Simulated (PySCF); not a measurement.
## Basis-set dependence of LiBi⁺ at PBE0

PySCF, UKS reference; quartet, unpaired electrons σ ↑, π ↑↑; De to Li⁺ + Bi without counterpoise correction.

```
                     basis                           relativity  functions  Re (Å)  ωe (cm⁻¹)  De (eV)   μ (D)
        cc-pVDZ/cc-pVDZ-PP  scalar-relativistic core potentials         37   3.026        214      n/a  -10.32
                 def2-SVPD  scalar-relativistic core potentials         44   3.049        190      n/a  -10.44
aug-cc-pVDZ/aug-cc-pVDZ-PP  scalar-relativistic core potentials         55   3.027        210      n/a  -10.22
```

(1) How does each smaller set differ from the one with most functions, aug-cc-pVDZ/aug-cc-pVDZ-PP?

A positive dipole points towards Bi; it is taken about the centre of mass and depends on that origin. Spin–orbit coupling is left out, which matters for elements this heavy, above all for dissociation energies. The state was picked by a PBE0 search and need not be the measured ground state.

Results:

(1) cc-pVDZ/cc-pVDZ-PP: -0.1 pm, +1.9 % in ωe; def2-SVPD: +2.2 pm, -9.5 % in ωe. All at PBE0; the set with most functions is neither the basis-set limit nor always the best.
